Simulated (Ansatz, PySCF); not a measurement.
Isomers of C2H3N: 1 is C(#N)C, 2 is [N+](#[C-])C; one conformer of each (the lowest of an xTB search), B3LYP-D3(BJ)/def2-TZVP minima.
Isomer 1 (charge 0, multiplicity 1):
```xyz
6

C     -0.48847     0.00868     0.00601
C      0.96559    -0.01716    -0.01190
N      2.11467    -0.03757    -0.02603
H     -0.88491    -0.59502    -0.81067
H     -0.85956    -0.39080     0.95009
H     -0.84732     1.03187    -0.10750
```
Isomer 2 (charge 0, multiplicity 1):
```xyz
6

C      2.100    -0.031     0.018
N      0.936    -0.014     0.008
C     -0.482     0.007    -0.004
H     -0.853    -0.597    -0.831
H     -0.865    -0.396     0.933
H     -0.835     1.031    -0.124
```

No zero-point or thermal terms.

Frozen-core correlation. CBS: X⁻³ extrapolation of the correlation energy, Hartree–Fock from the larger set.

Programs: Ansatz (a first-principles code) with Gaussian orbitals; PySCF for the dispersion terms. 

The comparison value is 1.052 eV (CCSD(T)/CBS(cc-pVTZ, cc-pVQZ)). It is a level with limits of its own, not the exact answer.

Question: Order these levels by how close they come to the comparison value for the electronic energy of isomer 2 less that of isomer 1, closest first: CAM-B3LYP-D3(BJ)/def2-TZVPP, CCSD(T)/cc-pVDZ, BLYP-D4/def2-TZVPP. Give each level's value less the comparison value.

Answer: CCSD(T)/cc-pVDZ (0.006 eV), BLYP-D4/def2-TZVPP (-0.019 eV), CAM-B3LYP-D3(BJ)/def2-TZVPP (-0.059 eV)
